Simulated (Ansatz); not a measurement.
GeH₈N₂Si₂, SMILES `[NH2][Ge][N]([SiH3])[SiH3]`. Total charge 0; spin multiplicity 1. All single points use the PBE0-D4/def2-TZVP geometry. It is one conformer, not always the lowest.

```xyz
13

N     1.384    1.595    1.431
Ge    1.123    1.533   -0.372
N    -0.011    0.035   -0.452
Si   -0.482   -0.517   -2.028
Si   -0.657   -0.782    0.931
H     1.958    2.328    1.817
H     1.092    0.939    2.140
H    -0.009   -1.904   -2.288
H     0.124    0.397   -3.033
H    -1.962   -0.507   -2.190
H     0.423   -1.212    1.864
H    -1.395   -1.993    0.479
H    -1.588    0.086    1.702
```

Q: What is the dipole moment at PBE/def2-TZVPP? (Best estimate.)

A: Ansatz gave: 1.66 D, with components (0.71, 0.60, 1.37) D in this frame, pointing from negative to positive charge.

Q: And with r2SCAN, B3LYP, ωB97M-V? (Estimate.)

A: The calculation gave: r2SCAN 1.67 D, B3LYP 1.57 D, ωB97M-V 1.60 D.

Q: Give the Mulliken charges with PBE, B3LYP, r2SCAN in def2-TZVPP. (Estimate.)

A: Ansatz gave: 
```csv
atom,PBE,B3LYP,r2SCAN
N1,-0.39,-0.40,-0.44
Ge2,0.29,0.36,0.36
N3,-0.34,-0.42,-0.49
Si4,0.24,0.31,0.36
Si5,0.22,0.30,0.33
H6,0.15,0.14,0.16
H7,0.15,0.14,0.16
H8,-0.06,-0.07,-0.08
H9,-0.05,-0.06,-0.06
H10,-0.06,-0.07,-0.08
H11,-0.07,-0.08,-0.09
H12,-0.05,-0.06,-0.06
H13,-0.05,-0.06,-0.07
```

B3LYP here is the variant with VWN-RPA as its local correlation; programs differ in this.
